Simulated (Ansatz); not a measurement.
Cost and result up the ladder for Si(SiH3)4 (Si₅H₁₂) (17 atoms). The state is a singlet with charge 0. Geometry: PBE-D4/def2-SVP.

Cartesian coordinates in Å:
```
Si 0.001 -0.001 -0.001
Si 0.742 1.782 -1.342
H 0.795 1.359 -2.786
H 2.119 2.218 -0.915
H -0.197 2.953 -1.215
Si -2.137 -0.674 -0.707
H -2.640 -1.802 0.155
H -2.091 -1.142 -2.138
H -3.102 0.478 -0.606
Si -0.101 0.694 2.241
H 1.255 1.155 2.707
H -0.552 -0.445 3.118
H -1.076 1.833 2.390
Si 1.497 -1.803 -0.194
H 1.591 -2.253 -1.628
H 1.027 -2.962 0.646
H 2.868 -1.392 0.275
```

Ansatz; hardware A = 2 threads of AMD EPYC 7R13 on a shared host; B = 2 threads of AMD EPYC 7R13 on a shared host and a share (18 GiB) of an NVIDIA H100 80GB HBM3. Times are rough, and most runs start from the orbitals of an earlier one. CAM-B3LYP-D4/def2-TZVP serves as the yardstick here, not as an exact answer. Differences are given only for rows in sets of like size (and for xTB, whose basis is part of the method), since another set adds its own error. Binding counts from free atoms at the same level (Si triplet, H doublet; other spins of the atoms weren't run), without zero-point energy or a counterpoise term.

Correlated methods freeze 25 core orbitals.

Correlated methods converge slowly with the basis.

```json
{"level": "PBE0-D4/def2-TZVPD [B]", "functions": "323", "wall time": "1.5 s"}
{"level": "HF/def2-TZVPD [B]", "functions": "323", "wall time": "1.5 s"}
{"level": "PBE-D4/def2-TZVPD [B]", "functions": "323", "wall time": "1.7 s"}
{"level": "PBE-D4/def2-SVP [A]", "functions": "150", "wall time": "2.4 s"}
{"level": "CCSD(T)/def2-TZVP [B]", "functions": "257", "wall time": "2.7 s"}
{"level": "PBE0-D4/def2-SVP [A]", "functions": "150", "wall time": "3.6 s"}
{"level": "PBE-D4/def2-TZVP [A]", "functions": "257", "wall time": "4.9 s"}
{"level": "HF/def2-TZVP [A]", "functions": "257", "wall time": "5.5 s"}
{"level": "r2SCAN-D4/def2-TZVP [A]", "functions": "257", "wall time": "8.5 s"}
{"level": "CAM-B3LYP-D4/def2-TZVP [A]", "functions": "257", "wall time": "9.5 s"}
{"level": "PBE0-D4/def2-TZVP (with forces) [A]", "functions": "257", "wall time": "12 s"}
```

Question: Estimate what each level gives for the binding energy per atom (eV).

Answer: 
```csv
level,binding energy per atom (eV),difference from CAM-B3LYP-D4/def2-TZVP (eV)
PBE0-D4/def2-TZVPD [B],2.96,-0.03
HF/def2-TZVPD [B],2.30,-0.70
PBE-D4/def2-TZVPD [B],2.96,-0.04
PBE-D4/def2-SVP [A],2.95,–
CCSD(T)/def2-TZVP [B],2.88,-0.12
PBE0-D4/def2-SVP [A],2.95,–
PBE-D4/def2-TZVP [A],2.96,-0.04
HF/def2-TZVP [A],2.30,-0.70
r2SCAN-D4/def2-TZVP [A],3.00,0.00
CAM-B3LYP-D4/def2-TZVP [A],3.00,0.00
PBE0-D4/def2-TZVP (with forces) [A],2.96,-0.03
```
